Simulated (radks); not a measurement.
Q: The mean radii <r> (bohr) of the occupied orbitals of an atom or ion are listed with their occupations. All-electron calculation, Dirac Kohn-Sham, PBEsol, spin-unpolarised, spherical densities, finite nucleus; Fermi nuclear charge, rms radius of each element as measured or else 0.836 A^(1/3) + 0.57 fm. Program: a radial shooting solver on a logarithmic mesh with Libxc functionals.

| orbital | occ. | <r> |
|---|---|---|
| 1s1/2 | 2 | 0.06965 |
| 2s1/2 | 2 | 0.3250 |
| 2p1/2 | 2 | 0.2882 |
| 2p3/2 | 4 | 0.2909 |
| 3s1/2 | 2 | 0.9753 |
| 3p1/2 | 2 | 1.022 |
| 3p3/2 | 4 | 1.029 |

Name the element and its charge. Open shells, if any, fill j = l - 1/2 first.

A: Z = 22, titanium, charge +4: Ti4+ in [Ar]. The 1s radius gives Z: for a bare nucleus <r> = (2 gamma + 1)/(2Z) with gamma = sqrt(1 - (Z/c)^2), 0.06759 bohr for Z = 22, and screening makes it slightly larger (0.06965 here). The occupations add up to 18, and the charge is Z minus that.
